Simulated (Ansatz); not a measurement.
System: C₂H₅Ge, charge 0, doublet. C2H5Ge (SMILES C=[C][GeH3], doublet).
B3LYP-D3(BJ)/def2-TZVP minimum from Ansatz (a quantum-chemistry and plane-wave program):
```xyz
8

Ge     0.6834    -0.1966    -0.1501
C     -1.0704     0.5567     0.0100
C     -2.2322     0.5208     0.6002
H      0.8777    -0.6959    -1.5891
H      0.8530    -1.3747     0.8347
H      1.7198     0.8917     0.1650
H     -3.0335     1.2171     0.3547
H     -2.4705    -0.2109     1.3768
```
Charge 0, spin multiplicity 2.

Quantity: atomisation energy (electronic, to ground-state atoms), in kcal/mol. UHF or UKS for unpaired electrons; spin-orbit terms are left out. Cores are frozen in correlated methods (noble-gas shells, and filled d and f shells in the p block). No relativity. CBS(X,Y): correlation extrapolated as X^-3, Hartree-Fock from the larger set. A bracket is a step between two methods taken in the basis named. Double hybrids freeze cores in their MP2 part. Where a partner has so few electrons that a lower coupled-cluster level is exact, that level stands in. The UHF reference of C2H5Ge (C=[C][GeH3], doublet) is spin-contaminated (<S^2> up to 0.19 over the pure value in the sets run).

CCSD(T)/CBS(cc-pVTZ,cc-pVQZ) + [CCSDT(Q) - CCSD(T)]/cc-pVDZ (Ansatz) gives 629.8 kcal/mol.

Task: What does PBE/def2-TZVPD (Ansatz) give here, and how do the other levels compare?

Result: PBE gives 638.5 kcal/mol, 8.7 kcal/mol above it. Differences of the others: B3LYP/def2-TZVPD (Ansatz) -2.4; wB97M-V/def2-TZVPD (Ansatz) -0.8; B2PLYP/def2-TZVPD (Ansatz) -8.3; CCSD(T)/CBS(cc-pVTZ,cc-pVQZ) (Ansatz) -1.0 kcal/mol.
